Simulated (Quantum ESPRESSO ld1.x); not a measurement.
The numbers below are computed, except where a source is named.
All-electron atom: the palladium ion Pd4+ in [Ar] 3d10 4s2 4p5 4d6 4f1 (not the ground configuration). Level of theory: scalar-relativistic Kohn-Sham, LDA (Slater exchange, VWN5 correlation), spin-polarised, spherical densities, point nucleus; open shells are filled with parallel spins first (ld1.x of Quantum ESPRESSO 7.5).

X-ray form factor f0, the Fourier transform of the density (f0(0) = 42):

sin(theta)/lambda (1/angstrom)  f0 (electrons)
0.05                                    41.502
0.1                                     40.141
0.15                                    38.205
0.2                                     35.966
0.25                                    33.623
0.3                                     31.311
0.4                                     27.139
0.5                                     23.820
0.6                                     21.293
0.8                                     17.680
1                                       14.830
1.25                                    11.723
1.5                                      9.265
2                                        6.447
